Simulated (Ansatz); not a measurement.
GeI2, SMILES [I][Ge][I] (connectivity only; charge and spin as stated), neutral, multiplicity 1.

The structure is a stationary point at r2SCAN-D4/def2-SVP. The isomer is the one that the SMILES or the coordinates give; other isomers of the formula were not compared. The def2 effective core potentials stand for the cores of I; spin–orbit coupling is left out.

Two levels are set side by side: PBE/def2-SVPD (Ansatz, a program for electronic structure) and PBE0/def2-SVPD (Ansatz). Energy differences of separate SCF runs at the same geometry; the states with an electron removed or added have multiplicity 2 and 2. Differences are taken from unrounded values.

```tsv
quantity	PBE0
vertical ionisation energy (eV)	9.18
vertical electron affinity (eV)	1.79
vertical singlet–triplet gap (eV)	2.07
```

Problem. What does PBE give, and how far is it from PBE0? (The exact figures need the calculation; the answer reports its results.)

Solution. 
```json
[
 {"quantity": "vertical ionisation energy (eV)", "PBE": "8.96", "PBE minus PBE0": "-0.22"},
 {"quantity": "vertical electron affinity (eV)", "PBE": "1.60", "PBE minus PBE0": "-0.19"},
 {"quantity": "vertical singlet–triplet gap (eV)", "PBE": "2.15", "PBE minus PBE0": "0.07"}
]
```
